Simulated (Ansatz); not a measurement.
The lowest singlet and triplet of AlH (SMILES [AlH]); geometries from B3LYP-D3(BJ)/def2-TZVP, each state relaxed from the structure named, with no frequency check.
Singlet at the triplet's geometry (charge 0, multiplicity 1):
```xyz
2

Al     0.000     0.000    -0.115
H      0.000     0.000     1.491
```

A positive gap puts the triplet lower; no zero-point energy. R- takes a restricted singlet. U- takes an unrestricted singlet (broken symmetry where lower, unprojected). The triplet is unrestricted in single-reference levels. Active spaces average the two states.

Cores are frozen in the correlated methods.

Codes used: Ansatz (a first-principles code) with Gaussian orbitals. Values without a source in brackets are computed.

```json
[
 {"level": "R-r2SCAN/def2-TZVPP", "gap E(singlet) − E(triplet), vertical, at the triplet's geometry (kJ/mol)": "___"},
 {"level": "R-MP2/cc-pV(D+d)Z", "gap E(singlet) − E(triplet), vertical, at the triplet's geometry (kJ/mol)": "___"},
 {"level": "R-MP2/cc-pV(T+d)Z", "gap E(singlet) − E(triplet), vertical, at the triplet's geometry (kJ/mol)": "-164.8"},
 {"level": "U-SCS-MP2/cc-pV(D+d)Z (spin-contaminated)", "gap E(singlet) − E(triplet), vertical, at the triplet's geometry (kJ/mol)": "-162.3"},
 {"level": "R-CCSD/cc-pV(Q+d)Z", "gap E(singlet) − E(triplet), vertical, at the triplet's geometry (kJ/mol)": "-180.2"},
 {"level": "U-CCSD/cc-pV(Q+d)Z (spin-contaminated)", "gap E(singlet) − E(triplet), vertical, at the triplet's geometry (kJ/mol)": "-180.0"},
 {"level": "FIC-NEVPT4(SD) on SA-CASSCF(4,5)/cc-pV(T+d)Z", "gap E(singlet) − E(triplet), vertical, at the triplet's geometry (kJ/mol)": "-180.0"},
 {"level": "FIC-MRCISD+Q on SA-CASSCF(4,5)/cc-pV(D+d)Z", "gap E(singlet) − E(triplet), vertical, at the triplet's geometry (kJ/mol)": "-176.2"},
 {"level": "FCI/cc-pV(Q+d)Z", "gap E(singlet) − E(triplet), vertical, at the triplet's geometry (kJ/mol)": "-179.7"}
]
```

**Question.** Complete the blanks.

**Answer.** 
- R-r2SCAN/def2-TZVPP, gap E(singlet) − E(triplet), vertical, at the triplet's geometry (kJ/mol): -141.8
- R-MP2/cc-pV(D+d)Z, gap E(singlet) − E(triplet), vertical, at the triplet's geometry (kJ/mol): -158.3

Doubts at one or more of the structures used: a restricted determinant that unrestricted orbitals would lower (R-MP2/cc-pV(D+d)Z, R-MP2/cc-pV(T+d)Z, R-CCSD/cc-pV(Q+d)Z); T1 above 0.05 (U-CCSD/cc-pV(Q+d)Z (spin-contaminated)).
